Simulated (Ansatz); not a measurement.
The cluster Ge2O4⁻ was relaxed with PBE-D4 (def2-SVPD) in Ansatz in these states: charge -1 doublet, charge -1 quartet. The geometries follow in no particular order.

A:

```xyz
6

Ge   -0.5756   -0.4425    1.1528
Ge    0.6725    0.2983   -1.1467
O     0.7656   -1.1573    0.0426
O    -0.6807    1.0268   -0.0387
O    -0.0806    0.0387   -2.7222
O    -0.1011    0.2360    2.7122
```

B:

```xyz
6

Ge   -0.4158   -0.2202   -1.1375
Ge    0.0486    0.2504    1.4922
O    -0.0943   -1.2834    0.2615
O    -0.2915    1.2701   -0.1605
O     1.5405    0.4965    2.2852
O    -0.7874   -0.5133   -2.7409
```

**Question.** Judge from the bond lengths which geometry belongs to which state (an estimate).

**Answer.** A is the charge -1 quartet (Ge1–O4 1.895 Å, Ge1–O3 1.882 Å, Ge1–O6 1.766 Å); B is the charge -1 doublet (Ge1–O4 1.786 Å, Ge1–O3 1.786 Å, Ge1–O6 1.672 Å).

At PBE0-D4/def2-TZVPD a doublet lies 2.56 eV below the charge -1 quartet. These are the stationary points nearest to one start from a short search; other shapes may lie lower in each state.
